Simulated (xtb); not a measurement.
xtb input (GFN1-xTB):

```bash
xtb mol.xyz --gfn 1 --sp --chrg -2 --uhf 0
```
mol.xyz:
```
4

Li    -0.00000000    -0.00000000    -0.00000000
F      1.87520030    -0.00004519    -0.02881500
F     -0.93760611     1.62418276     0.01147264
F     -0.93759420    -1.62413757     0.01734236
```

End of the output:

```
         :::::::::::::::::::::::::::::::::::::::::::::::::::::
         ::                     SUMMARY                     ::
         :::::::::::::::::::::::::::::::::::::::::::::::::::::
         :: total energy             -16.170013058641 Eh    ::
         :: gradient norm              0.002764542748 Eh/a0 ::
         :: HOMO-LUMO gap              7.160815343162 eV    ::
         ::.................................................::
         :: SCC energy               -16.172418766210 Eh    ::
         :: -> electrostatic           0.674257164387 Eh    ::
         :: repulsion energy           0.002799096913 Eh    ::
         :: dispersion energy         -0.000393389344 Eh    ::
         :: halogen bond corr.         0.000000000000 Eh    ::
         :: add. restraining           0.000000000000 Eh    ::
         :: total charge              -2.000000000000 e     ::
         :::::::::::::::::::::::::::::::::::::::::::::::::::::

           -------------------------------------------------
          |                Property Printout                |
           -------------------------------------------------

    * Orbital Energies and Occupations

         #    Occupation            Energy/Eh            Energy/eV
      -------------------------------------------------------------
         1        2.0000           -0.2847617              -7.7488
         2        2.0000           -0.2847617              -7.7488
         3        2.0000           -0.2708718              -7.3708
         4        2.0000           -0.0176326              -0.4798
         5        2.0000           -0.0135370              -0.3684
         6        2.0000           -0.0117290              -0.3192
         7        2.0000           -0.0117290              -0.3192
         8        2.0000           -0.0058040              -0.1579
         9        2.0000           -0.0058040              -0.1579
        10        2.0000           -0.0053724              -0.1462
        11        2.0000           -0.0050148              -0.1365
        12        2.0000           -0.0050148              -0.1365 (HOMO)
        13                          0.2581403               7.0244 (LUMO)
        14                          0.2762439               7.5170
        15                          0.4224872              11.4965
        16                          0.4224872              11.4965
      -------------------------------------------------------------
                  HL-Gap            0.2631551 Eh            7.1608 eV
             Fermi-level            0.1265628 Eh            3.4439 eV

  Mulliken/CM5 charges         n(s)   n(p)   n(d)
     1Li    0.21404  0.41457   0.183  0.603  0.000
     2F    -0.73801 -0.80486   1.867  5.871  0.000
Note: The following floating-point exceptions are signalling: IEEE_DENORMAL
normal termination of xtb
     3F    -0.73801 -0.80486   1.867  5.871  0.000
     4F    -0.73801 -0.80486   1.867  5.871  0.000

Wiberg/Mayer (AO) data.
largest (>0.10) Wiberg bond orders for each atom

 ---------------------------------------------------------------------------
     #   Z sym  total        # sym  WBO       # sym  WBO       # sym  WBO
 ---------------------------------------------------------------------------
     1   3 Li   1.414 --     2 F    0.471     3 F    0.471     4 F    0.471
     2   9 F    0.492 --     1 Li   0.471
     3   9 F    0.492 --     1 Li   0.471
     4   9 F    0.492 --     1 Li   0.471
 ---------------------------------------------------------------------------

Topologies differ in total number of bonds
Writing topology from bond orders to xtbtopo.mol

 dipole moment from electron density (au)
     X       Y       Z
   0.0000   0.0000  -0.0000  total (Debye):    0.000

           -------------------------------------------------
          | TOTAL ENERGY              -16.170013058641 Eh   |
          | GRADIENT NORM               0.002764542748 Eh/α |
          | HOMO-LUMO GAP               7.160815343162 eV   |
           -------------------------------------------------

------------------------------------------------------------------------
------------------------------------------------------------------------
 total:
 SCF:
```

It need not be the lowest isomer of its formula.
